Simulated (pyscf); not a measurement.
**O=Ti(F)–F, singlet**

Gas-phase minimum from PySCF at ωB97X-D3(BJ)/def2-SVP, one conformer. 

SMILES: [O]=[Ti]([F])[F]
```xyz
4

O      1.6363    -0.5321    -0.7898
Ti     0.1650    -0.0009    -0.9926
F     -0.0478     1.7538    -0.8115
F     -1.1004    -1.2472    -1.0037
```

Bonds (Å): O1–Ti2 1.577, Ti2–F3 1.777, Ti2–F4 1.776. Angles (°): O1–Ti2–F3 115.5, O1–Ti2–F4 115.4, F3–Ti2–F4 127.5.

Properties at ωB97X-D3(BJ)/def2-SVP:

- Harmonic wavenumbers, unscaled = 43, 205, 282, 707, 823, 1170 cm⁻¹
- Zero-point energy = 4.6 kcal/mol
- Rotational symmetry number = 1
- Entropy of this conformer at 298 K and 1 atm, rigid rotor and harmonic oscillator, modes under 100 cm⁻¹ raised to 100 = 304.0 J/(mol K)
- Dipole moment = 1.52 D

Single-point totals, which compare only within one level:

```csv
level,total energy (hartree)
ωB97X-D3(BJ)/def2-TZVP,-1124.66395
PBE/def2-TZVP,-1124.22070
r²SCAN/def2-TZVP,-1124.54889
B3LYP-D3(BJ)/def2-TZVP,-1124.70223
PBE0-D3(BJ)/def2-TZVP,-1124.20790
M06-2X/def2-TZVP,-1124.52135
ωB97M-D3(BJ)/def2-TZVP,-1124.75364
```

The lowest mode is so soft that the shape along it may change with the basis.
